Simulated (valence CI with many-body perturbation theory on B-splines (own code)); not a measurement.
**E1 transitions of P²⁺**

Calculated by relativistic CI+MBPT: three valence electrons over a frozen Dirac-Fock core [Ne], radial functions for each j: 11 s, 11 p, 10 d, 8 f, 5 g, 2 h, with the one-electron correlation potential Σ1 (screened to all orders), the two-electron term Σ2, the three-electron term Σ3, Breit, model QED; selected single and double excitations, second order for the rest, scaled by the run's own slope (own B-spline code, finite nucleus).

Against 13 measured levels this calculation errs by 78 cm⁻¹ on average and by 161 at most. These come from a selection out of Martin, Zalubas and Musgrove, J. Phys. Chem. Ref. Data 14, 751 (1985). Levels without a partner in it may be off by more.

Lines 101 to 150 of 589 in falling wavelength, among levels below 222652 cm⁻¹, chosen from the strongest by gf and those to the six lowest levels. Wavelengths and rates use the calculated energies, so an error of 80 cm⁻¹ moves a line at 7724 Å by 0.62 % and its rate by three times that or more. Electric multipoles are in the length gauge, E1 and E2 with the static RPA response of the core. Weak lines are less certain than strong ones. Lines between different terms over intervals too small for the method are left out, as are lines whose strength nearly cancels. Where a level lies close to another of its J and parity, the split of strength between their lines is uncertain. The highest levels of a list are the least certain.

Names give the largest LS component (configuration and term), which can be under half, so a name can repeat, a term be missing and a line seem to break the LS rules; names also repeat where a configuration has a term twice. Letters in brackets count levels of one name in rising energy.

```
λ vac (Å)                 Upper                 Lower   A (s⁻¹)  S (a.u.)
     7724  3s 3p 3d 2D°_5/2 [b]       3s 3p 4p 2P_3/2  3.42e+06  4.67e+00
     7541  3s 3p 3d 2D°_5/2 [b]       3s 3p 4p 4D_3/2  1.04e+06  1.32e+00
     7514       3s 3p 4p 2D_3/2        3s2 5f 2F°_5/2  2.47e+06  2.07e+00
     7509  3s 3p 3d 2D°_3/2 [b]       3s 3p 4p 4D_1/2  1.16e+06  9.71e-01
     7370       3s 3p 4p 2D_5/2        3s2 5f 2F°_7/2  1.83e+06  2.17e+00
     6998         3s2 5d 2D_3/2        3s2 5p 2P°_3/2  1.06e+07  7.14e+00
     6998         3s2 5d 2D_5/2        3s2 5p 2P°_3/2  6.35e+07  6.45e+01
     6930         3s2 5d 2D_3/2        3s2 5p 2P°_1/2  8.19e+07  5.38e+01
     6918         3s2 5d 2D_3/2      3s 3p 4s 4P°_3/2  7.25e+06  4.74e+00
     6918         3s2 5d 2D_5/2      3s 3p 4s 4P°_3/2  4.35e+07  4.27e+01
     6841         3s2 5d 2D_3/2      3s 3p 4s 4P°_1/2  7.54e+06  4.77e+00
     6720       3s 3p 4p 4D_1/2      3s 3p 4s 2P°_3/2  2.94e+06  8.81e-01
     6716         3s2 7d 2D_3/2  3s 3p 3d 2P°_1/2 [a]  1.12e+06  6.72e-01
     6694         3s2 7d 2D_5/2  3s 3p 3d 2P°_3/2 [a]  1.78e+06  1.58e+00
     6678         3s2 5g 2G_9/2  3s 3p 3d 2F°_7/2 [a]  1.79e+06  2.64e+00
     6636       3s 3p 4p 4D_3/2      3s 3p 4s 2P°_3/2  5.37e+06  3.09e+00
     6561       3s 3p 4p 4D_1/2      3s 3p 4s 2P°_1/2  6.63e+06  1.85e+00
     6555         3s2 6g 2G_7/2        3s2 5f 2F°_5/2  5.85e+07  6.50e+01
     6545       3s 3p 4p 2P_1/2      3s 3p 4s 2P°_3/2  7.27e+06  2.01e+00
     6541         3s2 6g 2G_7/2        3s2 5f 2F°_7/2  2.15e+06  2.38e+00
     6541         3s2 6g 2G_9/2        3s2 5f 2F°_7/2  6.02e+07  8.32e+01
     6517      3s 3p 4s 2P°_1/2         3s2 5s 2S_1/2  1.74e+07  4.75e+00
     6501       3s 3p 4p 2P_3/2      3s 3p 4s 2P°_3/2  2.13e+07  1.16e+01
     6480       3s 3p 4p 4D_3/2      3s 3p 4s 2P°_1/2  1.37e+06  7.37e-01
     6478         3s2 5g 2G_7/2  3s 3p 3d 2F°_5/2 [a]  2.03e+06  2.18e+00
     6403         3s2 7d 2D_3/2        3s2 6p 2P°_3/2  9.18e+05  4.76e-01
     6401         3s2 7d 2D_5/2        3s2 6p 2P°_3/2  5.55e+06  4.31e+00
     6400         3s2 7d 2D_3/2        3s2 6p 2P°_1/2  5.11e+06  2.64e+00
     6394       3s 3p 4p 2P_1/2      3s 3p 4s 2P°_1/2  1.64e+07  4.23e+00
     6367      3s 3p 4s 2P°_3/2         3s2 5s 2S_1/2  1.73e+07  8.79e+00
     6367         3s2 8s 2S_1/2  3s 3p 3d 2P°_1/2 [a]  3.21e+06  8.18e-01
     6351       3s 3p 4p 2P_3/2      3s 3p 4s 2P°_1/2  5.21e+06  2.63e+00
     6349         3s2 8s 2S_1/2  3s 3p 3d 2P°_3/2 [a]  7.74e+06  1.96e+00
     6305  3s 3p 3d 2F°_5/2 [a]         3s2 4d 2D_3/2  1.58e+06  1.18e+00
     6126  3s 3p 3d 2F°_7/2 [a]         3s2 4d 2D_5/2  1.69e+06  1.53e+00
     6086         3s2 6s 2S_1/2        3s2 5p 2P°_3/2  5.28e+07  1.17e+01
     6085         3s2 8s 2S_1/2        3s2 6p 2P°_3/2  9.73e+06  2.16e+00
     6082         3s2 8s 2S_1/2        3s2 6p 2P°_1/2  5.57e+06  1.24e+00
     6034         3s2 6s 2S_1/2        3s2 5p 2P°_1/2  3.97e+07  8.61e+00
     6025         3s2 6s 2S_1/2      3s 3p 4s 4P°_3/2  3.47e+07  7.48e+00
     5967         3s2 6s 2S_1/2      3s 3p 4s 4P°_1/2  3.49e+06  7.32e-01
     5495        3s2 7p 2P°_1/2         3s2 5d 2D_3/2  7.96e+06  1.30e+00
     5488        3s2 7p 2P°_3/2         3s2 5d 2D_5/2  7.31e+06  2.39e+00
     5488        3s2 7p 2P°_3/2         3s2 5d 2D_3/2  8.11e+05  2.65e-01
     5444        3s2 6f 2F°_7/2         3s2 5d 2D_5/2  2.27e+06  1.45e+00
     5437        3s2 6f 2F°_5/2         3s2 5d 2D_3/2  2.00e+06  9.54e-01
     5316      3s 3p 4s 2P°_1/2         3s2 4d 2D_3/2  2.29e+07  3.40e+00
     5215      3s 3p 4s 2P°_3/2         3s2 4d 2D_3/2  2.23e+06  6.24e-01
     5215      3s 3p 4s 2P°_3/2         3s2 4d 2D_5/2  2.00e+07  5.60e+00
     4944         3s2 5d 2D_5/2        3s2 4f 2F°_7/2  1.48e+07  5.30e+00
```
